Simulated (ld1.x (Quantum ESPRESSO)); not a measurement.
## Transferability test, RRKJ potential for C

```json
{
 "Element": "C",
 "Generator": "ld1.x (Quantum ESPRESSO) 7.5",
 "Type": "norm-conserving RRKJ (Kleinman–Bylander form)",
 "Functional": "PW91",
 "Relativity": "scalar-relativistic",
 "Frozen core": "[He]",
 "Valence charge": "4",
 "Reference configuration": "2s2 2p2",
 "Partial waves": "2s (bound): rc 1.00 bohr; 2p (bound): rc 1.70 bohr",
 "Local potential": "all-electron potential smoothed inside 1.60 bohr (lloc = -1)",
 "Core correction": "Bessel-smoothed model core, default radius (core density twice the valence density)"
}
```

Energies are relative to the spin-unpolarised reference configuration 2s2 2p2; without spin polarisation the order of configurations can differ from experiment.

(1) Give the all-electron excitation energy and the error of the potential for: 2s2 2p1; 2s2 2p0; 2s1 2p0; 2s2 2p1.5; 2s2 2p2.3; 2s1 2p2; 2s1 2p3.

Levels in the configuration 2s2 2p1.5:

```csv
level,all-electron (eV),pseudo (eV)
2s,-19.429,-19.429
2p,-10.788,-10.778
```

## Answers

(1)

```
valence configuration  charge  ΔE all-electron (eV)  error AE − PS (meV)
              2s2 2p1      +1                10.928                  +14
              2s2 2p0      +2                35.161                 +161
              2s1 2p0      +3                83.418                 +377
            2s2 2p1.5    +0.5                 3.995                 +1.6
            2s2 2p2.3    -0.3                -1.174                 +0.1
              2s1 2p2      +1                19.666                  -16
              2s1 2p3       0                 8.466                 -0.6
```
